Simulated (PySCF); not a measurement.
C4H7AlSe.
Bonds: C1–C2 (triple), C2–C3, C3–Se4, Se4–C5, C5–Al6. Hydrogens: H7 on C1; H8, H9 on C3; H10, H11 on C5; H12, H13 on Al6.

Computed, not measured: PySCF, PBE0-D3(BJ)/def2-SVP geometry optimisation, gas phase.

(1) How far are the bound atoms from Al6?

(2) List the angles at Al6.

(3) What is the shape at Al6?

(4) What are the other bond lengths?

(5) Give some angles away from the centre.

(6) What are the rotational constants (commonest isotopes, rigid rotor)?

## Answers

(1) 3 atoms: H13 1.588 Å, H12 1.591 Å, C5 1.969 Å. The nearest atom not counted as bound is H11, at 2.55 Å (others tie with it).

(2) 
```json
{"angle": "H12–Al6–H13", "degrees": "121.2", "distance of the outer atoms (Å)": "2.77"}
{"angle": "C5–Al6–H13", "degrees": "121.0", "distance of the outer atoms (Å)": "3.10"}
{"angle": "C5–Al6–H12", "degrees": "117.9", "distance of the outer atoms (Å)": "3.05"}
```

(3) Planar: angles 121.2°, 121.0° and 117.9°, sum 360.0°, 0.00 Å off the plane of its three neighbours.

(4) C1≡C2 1.211 Å; C2–C3 1.446 Å; C3–Se4 1.973 Å; Se4–C5 1.937 Å; C1–H7 1.074 Å; C3–H8, C3–H9 1.101 Å; C5–H10, C5–H11 1.105 Å.

(5) C1–C2–C3 178.8°, C2–C3–Se4 110.7°, C3–Se4–C5 97.5°, Se4–C5–Al6 112.2°.

(6) A = 10054, B = 763.2, C = 715.8 MHz: a near-prolate asymmetric top.

Charge 0, singlet. Stationary, but not proved a minimum.

The values belong to the conformer `[CH:1]#[C:2][CH2:3][Se:4][CH2:5][AlH2:6]`: C2–C3–Se4–C5 180°, C3–Se4–C5–Al6 180°.
